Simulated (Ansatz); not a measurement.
(ClMg-mu-F)2 (Mg2Cl2F2). The state is a singlet with charge 0. Geometry r2SCAN-D4/def2-SVP.

| atom | x (Å) | y (Å) | z (Å) |
| --- | --- | --- | --- |
| Mg1 | 0.091 | 0.259 | -1.426 |
| Cl2 | 0.227 | 0.652 | -3.588 |
| F3 | -1.211 | 0.233 | -0.034 |
| Mg4 | -0.089 | -0.262 | 1.426 |
| Cl5 | -0.232 | -0.651 | 3.588 |
| F6 | 1.213 | -0.231 | 0.035 |

Problem. Estimate the orbital energies around the gap (eV) in Ansatz with HF/6-31G, PBE-D4/def2-SVP, r2SCAN-D4/def2-TZVP, B97M-V/def2-TZVP, r2SCAN0-D4/def2-TZVP.

Solution. 
```
orbital  HF/6-31G  PBE-D4/def2-SVP  r2SCAN-D4/def2-TZVP  B97M-V/def2-TZVP  r2SCAN0-D4/def2-TZVP
 HOMO−5    -13.07            -8.40                -8.78             -8.85                -10.05
 HOMO−4    -13.01            -8.32                -8.72             -8.79                 -9.99
 HOMO−3    -12.09            -7.25                -7.72             -7.75                 -8.98
 HOMO−2    -12.07            -7.24                -7.72             -7.75                 -8.98
 HOMO−1    -12.07            -7.20                -7.68             -7.72                 -8.95
   HOMO    -12.07            -7.19                -7.67             -7.71                 -8.94
   LUMO      0.29            -2.60                -2.25             -2.66                 -1.71
 LUMO+1      1.01            -1.08                -0.65             -1.03                 -0.18
 LUMO+2      1.77            -1.05                -0.65             -1.02                 -0.14
 LUMO+3      2.13            -0.14                 0.28             -0.09                  0.77
 LUMO+4      2.35            -0.06                 0.36             -0.07                  0.84
 LUMO+5      3.18             1.03                 1.40              1.01                  1.90
```
